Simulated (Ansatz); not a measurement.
The cluster Ba₅S₄. The state is a singlet with charge 0. Geometry r2SCAN-D4/def2-SVP; atoms count from 1.

```xyz
9

Ba    2.036   -4.270    3.373
Ba   -0.942   -3.819    0.311
Ba    1.246   -0.245    0.862
Ba    0.192    4.892   -0.785
Ba   -1.682    1.351   -1.890
S    -1.472   -1.027   -0.050
S     1.876   -3.202    0.731
S     1.050    2.146   -0.888
S    -2.305    4.174   -1.665
```

In the def2 sets Ba takes a core potential; there is no spin–orbit coupling. The restricted singlet is unstable towards broken spin symmetry at other levels; at PBE0-D4/def2-TZVP this wasn't settled. The geometry of the singlet was relaxed on an unsound state (restricted singlet, unstable towards broken spin symmetry at other levels and untested here). The structure comes from a short search, and lower isomers may exist.

Estimate the Mulliken populations from the PBE0/def2-TZVP orbitals of Ansatz.


```json
{"atom": "Ba1", "charge (e)": "0.43"}
{"atom": "Ba2", "charge (e)": "0.85"}
{"atom": "Ba3", "charge (e)": "0.96"}
{"atom": "Ba4", "charge (e)": "1.04"}
{"atom": "Ba5", "charge (e)": "1.13"}
{"atom": "S6", "charge (e)": "-1.16"}
{"atom": "S7", "charge (e)": "-1.08"}
{"atom": "S8", "charge (e)": "-1.17"}
{"atom": "S9", "charge (e)": "-0.99"}
```
Mulliken values and Mayer orders depend strongly on the basis.

And the Mayer bond orders between bonded heavy atoms (over 0.3)?

Ba1–Ba2 0.59 (4.30 Å); Ba1–Ba3 0.37 (4.81 Å); Ba1–S7 0.61 (2.86 Å); Ba2–S6 0.64 (2.86 Å); Ba2–S7 0.55 (2.92 Å); Ba3–S6 0.46 (2.97 Å); Ba3–S7 0.41 (3.03 Å); Ba3–S8 0.46 (2.97 Å); Ba4–S8 0.61 (2.88 Å); Ba4–S9 1.05 (2.74 Å); Ba5–S6 0.40 (3.01 Å); Ba5–S8 0.41 (3.02 Å); Ba5–S9 0.69 (2.90 Å).
